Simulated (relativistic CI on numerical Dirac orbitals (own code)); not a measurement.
# One change at a time: Ru XIX

Base calculation: Dirac-Coulomb-Breit CI, KLI orbitals optimised for each configuration, QED by a radiative potential, unscaled Slater integrals.

CI space (outside the closed core [Ne]): 3s²3p⁶3d⁸, 3s²3p⁵3d⁹, 3s²3p⁴3d¹⁰, 3s3p⁶3d⁹, 3p⁶3d¹⁰, 3s²3p⁶3d⁷4s, 3s3p⁵3d¹⁰, 3s²3p⁶3d⁷4p, 3s²3p⁶3d⁷4d, 3s²3p⁶3d⁶4s², 3s²3p⁶3d⁷4f, 3s²3p⁵3d⁸4s, 3s²3p⁴3d⁹4s, 3s²3p⁶3d⁶4s4p, 3s²3p⁶3d⁷5s, 3s²3p⁴3d⁹4p, 3s²3p⁵3d⁸4p, 3s²3p⁶3d⁶4p², 3s²3p⁶3d⁷5p, 3s²3p⁶3d⁶4s4d, 3s²3p⁶3d⁷5d, 3s²3p⁴3d⁹4d, 3s²3p⁶3d⁶4p4d, 3s3p⁵3d⁹4s, 3s²3p⁵3d⁸4d, 3s²3p⁶3d⁷5f, 3s3p⁶3d⁸4s, 3s²3p⁵3d⁷4s², 3s²3p⁶3d⁷5g, 3s3p⁵3d⁹4p, 3s²3p⁶3d⁶4d², 3s²3p⁶3d⁷6s, 3s²3p⁵3d⁷4s4p, 3s²3p⁶3d⁷6p, 3s3p⁶3d⁸4p, 3s²3p⁶3d⁷6d. Levels of other configurations are missing.

Variants: (1) P86 correlation estimate; (2) QED terms removed; (3) only the first 3 configurations. Shifts of the energy above 3s²3p⁶3d⁸ ³F4, in cm⁻¹, for the lowest level and the first level of each name with at least 55 % of one term (blank where a level changes its place among those of its configuration and J or its character, or is not in the variant):

```tsv
Level	Base	Δ(1)	Δ(2)	Δ(3)
3s²3p⁶3d⁸ ³F4	0	0	0	0
3s²3p⁶3d⁸ ³F3	31816	0	-105	-2
3s²3p⁶3d⁸ ³P0	79389	+6	-54	+739
3s²3p⁶3d⁸ ³P1	84024	+5	-104	+613
3s²3p⁶3d⁸ ¹G4	98289	0	-94	-137
3s²3p⁶3d⁸ ¹S0	199796	+12	-152	+1682
3s²3p⁵3d⁹ ³F°4	1383819	+1186	+305	+1315
3s²3p⁵3d⁹ ¹D°2	1410093	+1198	+278	+4527
3s²3p⁵3d⁹ ³F°3	1445968	+1197	+215	+3657
3s²3p⁵3d⁹ ³P°1	1494043	+1209	+232	+8853
3s²3p⁵3d⁹ ³P°0	1500687	+1207	+195	+8353
3s²3p⁵3d⁹ ³D°3	1518004	+1212	+210	+6887
3s²3p⁵3d⁹ ³D°1	1538605	+1220	+247	+13447
3s²3p⁵3d⁹ ³F°2	1617840	+1197	-168	+3584
```

At this charge energies of transitions that change n are usually good to better than 1 %, and those within a shell (Δn = 0) to a few per cent. Terms inside the open d or f shell come out 10 to 20 % too wide with unscaled integrals.

Ionisation energy from the two ground configurations alone: base 783.274 eV; P86 correlation estimate 785.193 eV. The NIST ASD value (theoretical) is 784 eV.

LS names give the leading component of a level, which can be under half, so a name can repeat, a term be missing and a line seem to break the LS rules.
